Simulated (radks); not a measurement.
Task: These are the eigenvalues of the occupied orbitals of an atom or ion with whole-number occupations (hartree). Method: Dirac Kohn-Sham, relativistic LDA (MacDonald-Vosko exchange, VWN5 correlation), spin-unpolarised, spherical densities, finite nucleus; Fermi nuclear charge, rms radius of each element as measured or else 0.836 A^(1/3) + 0.57 fm; computed with a radial shooting solver on a logarithmic mesh with Libxc functionals.

| orbital | eigenvalue |
|---|---|
| 1s1/2 | -1869.980 |
| 2s1/2 | -344.3105 |
| 2p1/2 | -329.5838 |
| 2p3/2 | -304.2356 |
| 3s1/2 | -107.2941 |
| 3p1/2 | -100.9212 |
| 3p3/2 | -95.55281 |
| 3d3/2 | -84.61740 |
| 3d5/2 | -83.42486 |
| 4s1/2 | -48.80591 |
| 4p1/2 | -46.17025 |
| 4p3/2 | -44.53063 |

Which element is it, and in what charge state? The configuration may be excited. Open shells, if any, fill j = l - 1/2 first.

Result: Z = 64, gadolinium, charge +31: Gd31+ in [Ar] 3d10 4s2 4p3. The list shows which subshells hold electrons but not how many an open one holds; the 1s level, -1870 hartree, gives Z - s = 61.2 by -(Z - s)^2/2, which with screening and relativity narrows Z to a few neighbours, and the depths of the outer levels then fix element, charge and occupations together.
